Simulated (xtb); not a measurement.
Cl3NbO, charge -1, doublet, at a GFN2-xTB geometry (such geometries of metal compounds can be far from the true shape) (the multiplicity is a formal guess); GFN2-xTB (xtb).

xtb was given this input:
```
$ xtb mol.xyz --gfn 2 --chrg -1 --uhf 1 --json

# file mol.xyz
5

Nb     0.26374544    -0.31008028    -0.17162870
O      1.77939030    -0.64239807    -0.83029859
Cl     0.65892793     1.21837753     1.63717132
Cl    -0.76825073     1.60379965    -1.16911086
Cl    -1.36412926    -1.77203155     0.33659633
```

The log (banner, timings and long lists left out):

```
   ID    Z sym.   atoms
    1   41 Nb     1
    2    8 O      2
    3   17 Cl     3-5

           -------------------------------------------------
          |                Calculation Setup                |
           -------------------------------------------------

           -------------------------------------------------
          |                 G F N 2 - x T B                 |
           -------------------------------------------------

          ...................................................
          :                      SETUP                      :
          :.................................................:
          :  # basis functions                  44          :
          :  # atomic orbitals                  40          :
          :  # shells                           14          :
          :  # electrons                        33          :
          :  max. iterations                   250          :
          :  Hamiltonian                  GFN2-xTB          :
          :  restarted?                      false          :
          :  GBSA solvation                  false          :
          :  PC potential                    false          :
          :  electronic temp.          300.0000000     K    :
          :  accuracy                    1.0000000          :
          :  -> integral cutoff          0.2500000E+02      :
          :  -> integral neglect         0.1000000E-07      :
          :  -> SCF convergence          0.1000000E-05 Eh   :
          :  -> wf. convergence          0.1000000E-03 e    :
          :  Broyden damping             0.4000000          :
          :  net charge                         -1          :
          :  unpaired electrons                  1          :
          ...................................................

 iter      E             dE          RMSdq      gap      omega  full diag
   1     -1.6881359 -0.168814E+01  0.416E+01    0.45       0.0  T
   2     -9.8553350 -0.816720E+01  0.336E+01    0.00       1.0  T
   3    -14.0844959 -0.422916E+01  0.233E+01    0.07       1.0  T
   4    -19.1215628 -0.503707E+01  0.136E+01    0.71       1.0  T
   5    -19.1195968  0.196599E-02  0.136E+01    0.71       1.0  T
   6    -19.1951215 -0.755247E-01  0.990E+00    0.74       1.0  T
   7    -19.8111478 -0.616026E+00  0.602E+00    0.78       1.0  T
   8    -19.5240957  0.287052E+00  0.926E+00    0.75       1.0  T
   9    -19.9890023 -0.464907E+00  0.522E+00    0.83       1.0  T
  10    -19.5842140  0.404788E+00  0.905E+00    0.85       1.0  T
  11    -19.9561700 -0.371956E+00  0.676E+00    0.85       1.0  T
  12    -19.9641227 -0.795263E-02  0.395E+00    0.81       1.0  T
  13    -19.9961176 -0.319950E-01  0.334E+00    0.82       1.0  T
  14    -20.0259651 -0.298474E-01  0.206E+00    0.84       1.0  T
  15    -20.0449667 -0.190016E-01  0.247E-01    0.86       1.0  T
  16    -20.0452357 -0.268984E-03  0.280E-01    0.86       1.0  T
  17    -20.0451339  0.101734E-03  0.157E-01    0.86       1.0  T
  18    -20.0452544 -0.120464E-03  0.125E-01    0.86       1.0  T
  19    -20.0451756  0.787419E-04  0.138E-01    0.86       1.0  T
  20    -20.0452987 -0.123064E-03  0.307E-02    0.86       1.5  T
  21    -20.0453000 -0.126574E-05  0.239E-02    0.86       1.9  T
  22    -20.0453026 -0.264581E-05  0.966E-03    0.86       4.6  T
  23    -20.0453027 -0.131464E-06  0.435E-03    0.86      10.3  T
  24    -20.0453027  0.126514E-07  0.208E-03    0.86      21.5  T
  25    -20.0453027  0.404649E-07  0.263E-03    0.86      17.0  T
  26    -20.0453027 -0.484099E-07  0.990E-04    0.86      45.2  T
  27    -20.0453028 -0.611489E-08  0.262E-04    0.86     170.8  T

   *** convergence criteria satisfied after 27 iterations ***

         :::::::::::::::::::::::::::::::::::::::::::::::::::::
         ::                     SUMMARY                     ::
         :::::::::::::::::::::::::::::::::::::::::::::::::::::
         :: total energy             -20.014614420876 Eh    ::
[...]
         6        2.0000           -0.3196298              -8.6976
         7        2.0000           -0.3185734              -8.6688
         8        2.0000           -0.3143103              -8.5528
         9        2.0000           -0.3106813              -8.4541
        10        2.0000           -0.3036115              -8.2617
        11        2.0000           -0.2950455              -8.0286
        12        2.0000           -0.2914208              -7.9300
        13        2.0000           -0.2888188              -7.8592
        14        2.0000           -0.2844807              -7.7411
        15        2.0000           -0.2815465              -7.6613
        16        2.0000           -0.2754863              -7.4964
        17        1.0000           -0.1863109              -5.0698 (HOMO)
        18                         -0.1545934              -4.2067 (LUMO)
        19                         -0.1112410              -3.0270
        20                         -0.1009518              -2.7470
        21                         -0.0761098              -2.0711
        22                          0.1355965               3.6898
        23                          0.1574839               4.2854
        24                          0.1575102               4.2861
        25                          0.1653162               4.4985
        26                          0.1655543               4.5050
        27                          0.1807817               4.9193
        28                          0.1814782               4.9383
       ...                                ...                  ...
        40                          1.0429245              28.3794
      -------------------------------------------------------------
                  HL-Gap            0.0317175 Eh            0.8631 eV
             Fermi-level           -0.2006754 Eh           -5.4607 eV

     #   Z          covCN         q      C6AA      α(0)
     1  41 Nb       3.025     0.318   361.573    40.197
     2   8 O        0.734    -0.430    22.340     6.334
     3  17 Cl       0.777    -0.281   107.950    15.893
     4  17 Cl       0.778    -0.297   108.477    15.932
     5  17 Cl       0.767    -0.311   108.927    15.965

 Mol. C6AA /au·bohr⁶  :       2973.412112
 Mol. C8AA /au·bohr⁸  :     190344.066416
 Mol. α(0) /au        :         94.321731

Wiberg/Mayer (AO) data.
largest (>0.10) Wiberg bond orders for each atom

 ---------------------------------------------------------------------------
     #   Z sym  total        # sym  WBO       # sym  WBO       # sym  WBO
 ---------------------------------------------------------------------------
     1  41 Nb   5.369 --     2 O    2.228     3 Cl   1.053     5 Cl   1.050
                             4 Cl   1.038
     2   8 O    2.412 --     1 Nb   2.228
     3  17 Cl   1.226 --     1 Nb   1.053
     4  17 Cl   1.209 --     1 Nb   1.038
     5  17 Cl   1.231 --     1 Nb   1.050
 ---------------------------------------------------------------------------

Topologies differ in total number of bonds
Writing topology from bond orders to xtbtopo.mol

molecular dipole:
                 x           y           z       tot (Debye)
 q only:       -0.405      -0.170       0.160
   full:       -1.244      -0.807       0.309       3.850
molecular quadrupole (traceless):
                xx          xy          yy          xz          yz          zz
 q only:       -1.152      -0.780      -1.624       1.038      -0.167       2.776
  q+dip:       -0.413       0.940      -1.533       0.354      -1.164       1.946
   full:       -0.390       1.392      -0.981       0.208      -1.163       1.371

           -------------------------------------------------
          | TOTAL ENERGY              -20.014614420876 Eh   |
          | GRADIENT NORM               0.000017148508 Eh/α |
          | HOMO-LUMO GAP               0.863077909823 eV   |
           -------------------------------------------------

normal termination of xtb
```
